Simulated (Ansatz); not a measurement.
```yaml
crystal:
  periodic: [false, false, false]
  atoms:
    - {symbol: Be, position_ang: [-2.028672, 1.095930, 0.453016]}
    - {symbol: Te, position_ang: [-3.100088, -0.806776, 0.705157]}
    - {symbol: Be, position_ang: [-1.942086, -0.930826, -1.386774]}
    - {symbol: Te, position_ang: [-1.143586, -0.867302, -3.449185]}
    - {symbol: Be, position_ang: [0.609684, -0.011871, -2.295779]}
    - {symbol: Te, position_ang: [2.651453, 0.643209, -1.680354]}
    - {symbol: Be, position_ang: [2.359585, -1.155490, -0.427672]}
    - {symbol: Te, position_ang: [1.480265, -2.741306, 0.848397]}
    - {symbol: Be, position_ang: [1.299438, -0.865888, 2.065280]}
    - {symbol: Te, position_ang: [1.154154, 1.049807, 3.309500]}
    - {symbol: Be, position_ang: [0.143196, 1.757603, 1.677570]}
    - {symbol: Te, position_ang: [-1.185302, 3.115708, 0.101090]}
basis:
  gaussian: {orbitals: def2-SVPD, final_grid: {core_spheres: 20, valence_spheres: 16, degree: 47}, point_charges: [{charge: 1.00, position_ang: [6.036, -0.731, 0.479]}]}
hamiltonian: {xc: {name: CAM-B3LYP}}
```

```sh
$ ansatz run in.yaml --threads 2 --pin off --events-out ev --progress --plain --max-ram 32768MiB --backend cuda --devices 0, --max-vram 18GiB
```

It prints (some lines left out):

```
Functional definition: CAM-B3LYP
3588 factors; integrals over basis functions are off by at most 1.4e-4 eV
1298 factors; integrals over basis functions are off by at most 2.6e-5 eV
mean field evaluation 1: about -46168.9371 eV, gradient 2.2e1 eV
mean field evaluation 2: about -46169.3237 eV, gradient 2.5e1 eV
mean field evaluation 4: about -46171.4992 eV, gradient 1.7e0 eV
mean field evaluation 8: about -46171.9736 eV, gradient 3.7e-1 eV
mean field evaluation 16: about -46171.9744 eV, gradient 4.3e-4 eV
mean field -46171.97435455 eV, -1696.7887610416 hartree, gradient 7.2e-5 eV, S^2 0.000000; 0 other end points of the search recorded, 0 dependent functions left out
reference -46171.97455307 eV, -1696.7887683371 hartree; 84, 84 occupied and 198, 198 virtual orbitals, 3588 factors
Total energy: -46171.97455307 eV, -1696.7887683371 hartree
```

Hardware: 2 threads of AMD EPYC 7R13 on a shared host and a share (18 GiB) of an NVIDIA H100 80GB HBM3. Wall time 7.5 s, peak host memory 1.1 GiB.

In the def2 sets Te takes a core potential; there is no spin–orbit coupling.
